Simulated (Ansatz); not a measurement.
Compare A (`BOC([SiH3])[SiH3]`) with its isomer B (`C[SiH2]OB[SiH3]`).

Calculated with Ansatz (gas phase, PBE0-D4/def2-TZVP geometries, no zero-point term in ΔE). CCSD(T)/CBS adds triple-zeta CCSD(T) − MP2 to the extrapolated MP2 energy (def2 sets, frozen cores). Functionals use def2-TZVPP. One conformer a species, not always the lowest.

(1) Which isomer does CCSD(T)/CBS put lower? Give the gap. (Best estimate.)

(2) Give E(B) − E(A) in kJ/mol with CCSD(T)/def2-SVP, HF/def2-TZVPP, CCSD(T)/def2-TZVPP, LDA (SPW92), r2SCAN-D4, PBE0-D4, BLYP-D4. (Estimate.)

(3) Does the order hold for the free energy at 298.15 K (harmonic terms from PBE0-D4)? (Best estimate.)

Largest T1 diagnostic: 0.014.

Answers

(1) Computed: B, by 185.2 kJ/mol.

(2) Computed: CCSD(T)/def2-SVP -161.7, HF/def2-TZVPP -195.6, CCSD(T)/def2-TZVPP -182.8, LDA (SPW92) -175.0, r2SCAN-D4 -187.5, PBE0-D4 -182.9, BLYP-D4 -173.0. None reverses the order clearly.

(3) The calculation gave: Yes: G(B) − G(A) = -182.0 kJ/mol, for one conformer each. Modes under 60 cm⁻¹, often nearly free rotors, make the harmonic entropy too high.

In def2-TZVPP, CCSD(T) changes the Hartree–Fock value by +12.7 kJ/mol (the triples alone add +3.3 kJ/mol) and MP2 by +10.7 kJ/mol. From r2SCAN to r2SCAN0 (25 % exact exchange), in def2-TZVPP and without D4, E(B) − E(A) moves by −3.4 kJ/mol.
